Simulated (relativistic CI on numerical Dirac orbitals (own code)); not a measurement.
Computed by Dirac-Coulomb-Breit CI, KLI orbitals optimised for each configuration, a model potential for QED, unscaled Slater integrals (own radial code, finite nucleus).

The strongest absorption lines from the ground level of an ion, among the configurations computed and to levels below about 190 eV (vacuum wavelength in Å, gf): 82.245 (1.3), 83.787 (0.39), 89.853 (0.24), 91.767 (0.61), 92.678 (0.63), 93.316 (0.21), 97.953 (0.84), 105.83 (0.37).

Which ion is it?
A. Br14+
B. Y18+
C. Rb14+
D. Rb16+

D. Rb16+ has 21 electrons and the ground level 3s2 3p6 3d3 4F_3/2; the strongest line goes to 3s2 3p5 3d4 4D°_1/2. The pattern of lines fixes the number of electrons, and along that sequence the line energies rise steadily with the charge (about as its square where n changes within one kind of shell, about linearly where n is kept but much faster in heavy ions where fine structure, which grows about as Z⁴, sets the gap, and irregularly where shells cross), which fixes Z. Configurations outside the model, such as inner-shell arrays, can give stronger lines. At this charge energies of transitions that change n are usually good to better than 1 %, and those within a shell (Δn = 0) to a few per cent. Terms inside the open d or f shell come out 10 to 20 % too wide with unscaled integrals.

LS names give the leading component of a level, which can be under half, so a name can repeat, a term be missing and a line seem to break the LS rules.
